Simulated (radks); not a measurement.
Values are calculated unless marked as measured or tabulated.
Charge is removed step by step from the 6s up level of the lead ion Pb3+, starting from [Xe] 4f14 5d10 6s(up 1, down 0). Level of theory: scalar-relativistic Kohn-Sham, BLYP, spin-polarised, spherical densities, finite nucleus; Fermi nuclear charge, rms radius 5.5012 fm (a radial shooting solver on a logarithmic mesh with Libxc functionals).

| removed (e) | E - E(0) (eV) | eigenvalue (eV) | E minus straight line (eV) |
|---|---|---|---|
| 0 | 0.000 | -37.967 | 0.000 |
| 0.1 | 3.846 | -38.978 | -0.460 |
| 0.2 | 7.793 | -39.993 | -0.818 |
| 0.3 | 11.842 | -41.012 | -1.075 |
| 0.4 | 15.992 | -42.033 | -1.229 |
| 0.5 | 20.245 | -43.058 | -1.282 |
| 0.6 | 24.601 | -44.085 | -1.232 |
| 0.7 | 29.059 | -45.116 | -1.079 |
| 0.8 | 33.621 | -46.149 | -0.823 |
| 0.9 | 38.286 | -47.185 | -0.463 |
| 1 | 43.054 | -48.225 | 0.000 |

Removing the whole electron costs 43.054 eV by Delta-SCF, against 37.967 eV from minus the eigenvalue at the starting occupation. Slater's transition state (half an electron removed) gives 43.058 eV. Integrating minus the eigenvalue over the occupation (Janak's theorem) gives 43.070 eV. In this scalar-relativistic scheme the density is built from large components alone, so the theorem holds only approximately. The mean slope of the eigenvalue, de/dn, is 10.3 eV per electron. Ionisation energy of Pb3+ in the NIST Atomic Spectra Database: 42.333 eV (measured).

Beside tabulated values, note that scalar-relativistic runs lack spin-orbit coupling.
